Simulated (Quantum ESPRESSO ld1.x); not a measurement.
Q: The aim is the calcium ion Ca3+ in [Ne] 3s2 3p5. This ld1.x (Quantum ESPRESSO 7.5) run was made with `OMP_NUM_THREADS=1 ld1.x < ld1.in > ld1.out`. Can the result be used? Name any fault.

```
 &input
    zed=20.0,
    iswitch=1,
    rel=1,
    dft='PW',
    config='[Ne] 3s2 3p5',
    verbosity='high',
    rmax=5000.0,
    prefix='ld1',
    max_out_wfc=37,
    file_charge='ld1.rho',
 /
```

Output (excerpt):

```
     Program LD1 v.7.5 starts

     --------------------------- All-electron run ----------------------------

     scalar relativistic calculation

     atomic number is 20.00
     dft =PW   lsd =0 sic =0 latt =0  beta=0.20 tr2=1.0E-14
     Exchange-correlation= PW
                           (   1   4   0   0   0   0   0)
     mesh =2441 r(mesh) =5035.49809 a.u. xmin = -8.00 dx = 0.00800
     1 Ry =  13.60569312 eV, c = 137.03599908

     n l     nl                  e(Ry)          e(Ha)          e(eV)
     1 0     1S 1( 2.00)    -292.137428556    -146.068714278  -3974.7322027
     2 0     2S 1( 2.00)     -32.987488526     -16.493744263   -448.8176458
     2 1     2P 1( 6.00)     -27.224827165     -13.612413582   -370.4126437
     3 0     3S 1( 2.00)      -5.817704718      -2.908852359    -79.1539051
     3 1     3P 1( 5.00)      -4.388691088      -2.194345544    -59.7111842

     final scf error:  5.1E-15 reached in  19 iterations

     Etot =   -1352.259115 Ry,    -676.129557 Ha,  -18398.422538 eV

     Ekin =    1360.747220 Ry,     680.373610 Ha,   18513.909097 eV
     Encl =   -3172.944952 Ry,   -1586.472476 Ha,  -43170.115311 eV
     Eh   =     526.640258 Ry,     263.320129 Ha,    7165.305736 eV
     Exc  =     -66.701641 Ry,     -33.350821 Ha,    -907.522060 eV
```

A: Yes, it can be used (harmless). The line at issue: rmax=5000.0. The energy moves by less than 1e-5 hartree against the default mesh (-676.1296 hartree).
